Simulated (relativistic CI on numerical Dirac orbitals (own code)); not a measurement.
Radial parameters of Ho LXIII

Computed by Dirac-Coulomb-Breit CI, KLI orbitals optimised for each configuration, a model potential for QED, unscaled Slater integrals (own radial code, finite nucleus).

Slater integrals F^k, G^k are unscaled and averaged over j, outside the closed core 1s2; ζ comes from projecting the Hamiltonian with its Breit term on Σ l·s of the shell.

- 2s2 2p: ζ(2p) = 5.0372e+06 cm⁻¹; <r>(2p) = 0.07355, <r^2>(2p) = 0.006577 (bohr units).
- 2s 2p2: F^2(2p,2p) = 1.2821e+06, G^1(2s,2p) = 1.3655e+06, ζ(2p) = 5.0231e+06 cm⁻¹; <r>(2s) = 0.08386, <r^2>(2s) = 0.00833, <r>(2p) = 0.0736, <r^2>(2p) = 0.006584 (bohr units).
- 2p3: F^2(2p,2p) = 1.2805e+06, ζ(2p) = 5.0091e+06 cm⁻¹; <r>(2p) = 0.07369, <r^2>(2p) = 0.006601 (bohr units).

Averages of the first 10 configurations, taken without configuration mixing, which lowers the lowest level and can move excited configurations by several eV; other configurations of the list can lie among them:

| Configuration | Parity | States | Average energy above the lowest level (eV) |
| --- | --- | --- | --- |
| 2s2 2p | odd | 6 | 628.7 |
| 2s 2p2 | even | 30 | 1465.1 |
| 2p3 | odd | 20 | 2357.6 |
| 2p2 3s | even | 30 | 10113.0 |
| 2p2 3p | odd | 90 | 10362.7 |
| 2p2 3d | even | 150 | 10552.3 |
| 2s2 3s | even | 2 | 8453.7 |
| 2s2 3p | odd | 6 | 8713.6 |
| 2s2 3d | even | 10 | 8903.2 |
| 2s 2p 3s | odd | 24 | 9255.1 |
